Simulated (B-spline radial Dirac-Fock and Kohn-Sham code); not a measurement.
**Atomic SCF run for Hf²⁺**

ΔSCF core binding energies without Breit or QED terms, calculated with a radial B-spline solver. Keys: rel is the Hamiltonian (dirac, or spin-free x2c and nr, where L3 and M5 stand for the whole 2p and 3d shells), method is hf or an exchange,correlation pair (spin-unpolarised, also for the hole states), nuc the nuclear model, radius_factor scales its radius, rmax is the box in bohr, h the logarithmic mesh step, order the B-spline order, points the quadrature points per cell, c_factor scales the speed of light, and damp, ndamp, maxit and tol steer the iteration. The run stops when the commutator error falls below 10·tol·max(1, Z/10), or the numerical noise floor, and the energy has settled to about 1e-8 Ha; the virial ratio is −V/T.

Input (task.json):

```json
{"items": [{"Z": 72, "q": 2, "cfg": [[1, 0, 2], [2, 0, 2], [2, 1, 6], [3, 0, 2], [3, 1, 6], [3, 2, 10], [4, 0, 2], [4, 1, 6], [4, 2, 10], [4, 3, 14], [5, 0, 2], [5, 1, 6], [5, 2, 2]], "A": 180, "rrms": 5.347, "do": "settings", "holes": ["K", "L3", "M5"],
  "settings": [{"rel": "dirac", "method": "hf", "nuc": "fermi", "radius_factor": 1.0, "rmax": 45.0, "h": 0.3, "order": 8, "points": 10, "c_factor": 1.0, "maxit": 60, "damp": 0.5, "ndamp": 3, "tol": 1e-08, "cfg": "1s2 2s2 2p6 3s2 3p6 3d10 4s2 4p6 4d10 4f14 5s2 5p6 5d11"}]}]}
```

Command: `python xray2_run.py task.json out`

The program stops without a result: overfilled shell.

Problem. One setting is unsound. Which, and why?

Solution. cfg puts more electrons in a shell than it can hold. With the default settings (Dirac Hartree-Fock): The ground state converged in 11 iterations, with total energy -15088.03527 Ha, virial ratio 1.89452 and highest orbital energy -20.99 eV. ΔSCF binding energies: K (1s) 65681.9 eV, L3 (2p3/2) 9608.2 eV, M5 (3d5/2) 1686.6 eV.
